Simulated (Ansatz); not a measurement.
`F[SiH2]P` + `C=N` → `C=N[SiH2]F` + PH₃ at 700 K and 1 bar (cleavage of the Si–P bond).

Program: Ansatz. Geometries: PBE0-D4/def2-TZVP. ΔE: electronic, gas phase. CBS: MP2 limit from def2 TZ/QZ plus the TZ coupled-cluster correction, frozen cores. This one scheme is used for every species. Each species was taken in one conformer, which may not be the lowest.

```json
{"species": "`F[SiH2]P`", "CCSD(T)/CBS energy (Eh)": "-732.27050", "H − E (kJ/mol)": "154.8", "S (J/(mol·K))": "385.4"}
{"species": "`C=N`", "CCSD(T)/CBS energy (Eh)": "-94.52360", "H − E (kJ/mol)": "135.6", "S (J/(mol·K))": "268.6"}
{"species": "`C=N[SiH2]F`", "CCSD(T)/CBS energy (Eh)": "-484.08456", "H − E (kJ/mol)": "192.5", "S (J/(mol·K))": "390.9"}
{"species": "PH₃", "CCSD(T)/CBS energy (Eh)": "-342.72256", "H − E (kJ/mol)": "91.5", "S (J/(mol·K))": "248.3"}
```

H − E and S are ideal-gas, rigid-rotor, harmonic terms from PBE0-D4/def2-TZVP, for one conformer and one mirror image of each species. 1 Eh = 2625.50 kJ/mol, R = 8.31446 J/(mol·K).

Question: By hand: ΔE, ΔH, ΔS and ΔG.

Answer: ΔE = (-484.08456) + (-342.72256) − (-732.27050) − (-94.52360) = -0.01302 Eh = -34.2 kJ/mol. Δ(H − E) = 192.5 + 91.5 − 154.8 − 135.6 = -6.4, so ΔH = -40.6 kJ/mol. ΔS = 390.9 + 248.3 − 385.4 − 268.6 = -14.8 J/(mol·K). ΔG = -40.6 − 700 × (-14.8)/1000 = -30.2 kJ/mol.

Question: By hand: the equilibrium constant, and the temperature at which ΔG would vanish if ΔH and ΔS stayed fixed.

Answer: log₁₀ K = −ΔG/(RT ln 10) = 2.3. ΔG = 0 at ΔH/ΔS = 2743 K, far beyond where these terms or the molecules hold.

The number of gas molecules stays the same, so ΔS is small and ΔH decides. A doubt of 5 kJ/mol in ΔE shifts log₁₀ K by 0.4 here. Other conformers and mirror images would add mixing entropy, several J/(mol·K) or more a flexible species. These are equilibria of isolated gas molecules and say nothing of rates. Largest T1 diagnostic: 0.013 (customary marks: 0.02 for closed shells, 0.045 for open ones).
